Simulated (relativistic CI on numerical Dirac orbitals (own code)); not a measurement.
**How well does a small relativistic CI reproduce Rh²⁺?**

Calculated at this level of theory: Dirac-Coulomb-Breit CI, KLI orbitals optimised for each configuration, model QED, valence Slater integrals scaled by 0.85, P86 correlation energy added to each configuration (own radial code, finite nucleus).

CI space (outside the closed core [Kr]): 4d7, 4d6 5s, 4d6 5p, 4d6 4f, 4d5 5s2, 4d6 5d, 4d6 6s, 4d6 6p, 4d5 5s 5p, 4d6 6d, 4d6 5f, 4d6 5g, 4d5 5s 6s. Levels of other configurations are missing.

```
Configuration  Term (tabulated)    J  Measured (cm⁻¹)  Computed  Error  Purity (%)
          4d7                4F  9/2              0.0         0      0          98
          4d7                4F  7/2           2147.8      1986   -161          99
          4d7                4F  5/2           3485.7      3255   -231          98
          4d7                4F  3/2           4322.0      4058   -264          97
          4d7                4P  3/2          10997.1     12107   1110          80
          4d7                4P  5/2          11062.3     12039    977          97
       4d6 5s                6D  9/2          43022.0     45870   2848          99
       4d6 5s                6D  7/2          44394.4     47175   2781          99
       4d6 5s                6D  5/2          45278.2     48027   2749          99
       4d6 5s                6D  3/2          45876.6     48601   2725          98
```

Measured levels from measured levels as listed in Shadmi, J. Res. Natl. Bur. Stand. 70A, 435 (1966); pairs were made by configuration, J and term (by order where the table uses no LS term), so strongly mixed levels may be paired wrongly.

Mean error by configuration (cm⁻¹): 4d7 286; 4d6 5s 2776. Over the excited levels the mean absolute error is 1538 cm⁻¹ (9 of the 9 excited levels that our extract of the source holds in range could be paired), and the median relative error of those above 1,000 cm⁻¹ is 6.6 %. Some levels of the ground configuration have no partner.
